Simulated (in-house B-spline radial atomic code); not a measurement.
Configurations of La III (La2+), with energies counted from [Xe] 5d1. Method: Dirac-Hartree-Fock, average of configuration, Fermi nucleus of rms radius 4.855 fm. Calculated with a radial B-spline atomic code at the basis-set limit. Energies include first-order Breit, QED and recoil terms.

Occupations are held fixed; configurations that lie above the ionisation limit could autoionise.

```
            configuration  E - E(ref) (eV)  highest orbital  its <r> (bohr)
                 [Xe] 6p1           4.9342            6p3/2           4.592
                 [Xe] 6g1           14.698            6g7/2           14.63
                 [Xe] 9p1           14.834            9p3/2           18.58
                 [Xe] 9f1           16.231            9f7/2           30.69
[Kr] 4d10 5s2 5p5 5d1 5f1           32.476            5f7/2            6.16
[Kr] 4d10 5s2 5p5 5d1 8s1           34.517            8s1/2           11.36
[Kr] 4d10 5s2 5p5 5d1 9s1           36.255            9s1/2           16.64
[Kr] 4d10 5s2 5p5 5d1 6g1           36.543            6g7/2           14.59
[Kr] 4d10 5s2 5p5 5d1 9f1           38.062            9f7/2           30.39
```

Problem. Order these further configurations by energy, lowest first.
A. [Xe] 4f1
B. [Xe] 9s1
C. [Xe] 6f1
D. [Kr] 4d10 5s2 5p5 5d1 8g1
E. [Kr] 4d10 5s2 5p5 5d1 9g1

Solution. A (1.8514 eV), C (13.37 eV), B (14.431 eV), D (38.034 eV), E (38.437 eV).

Problem. How far above the reference does [Xe] 7p1 lie?

Solution. 10.794 eV; its least bound orbital is 7p3/2 with <r> = 8.269 bohr.

Problem. How far above the reference does [Xe] 5f1 lie?

Solution. 10.761 eV; its least bound orbital is 5f7/2 with <r> = 6.31 bohr.

Problem. How far above the reference does [Xe] 7f1 lie?

Solution. 14.798 eV; its least bound orbital is 7f7/2 with <r> = 16.51 bohr.
